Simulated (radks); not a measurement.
Results of a calculation; reference values are marked as such.
Problem. The mean radii <r> (bohr) of the occupied orbitals of an atom or ion are listed with their occupations. Code: a radial shooting solver on a logarithmic mesh with Libxc functionals. Model: Dirac Kohn-Sham, BLYP, spin-unpolarised, spherical densities, finite nucleus; Fermi nuclear charge, rms radius of each element as measured or else 0.836 A^(1/3) + 0.57 fm.

orbital  occ.      <r>
1s1/2       2  0.03428
2s1/2       2   0.1491
2p1/2       2   0.1270
2p3/2       4   0.1316
3s1/2       2   0.4097
3p1/2       2   0.4020
3p3/2       4   0.4120
3d3/2       4   0.3844
3d5/2       5   0.3875
4s1/2       2   0.9308
4p1/2       2   0.9652

Name the element and its charge. Open shells, if any, fill j = l - 1/2 first.

Solution. Z = 43, technetium, charge +12: Tc12+ in [Ar] 3d9 4s2 4p2. The 1s radius gives Z: for a bare nucleus <r> = (2 gamma + 1)/(2Z) with gamma = sqrt(1 - (Z/c)^2), 0.03371 bohr for Z = 43, and screening makes it slightly larger (0.03428 here). The occupations add up to 31, and the charge is Z minus that.
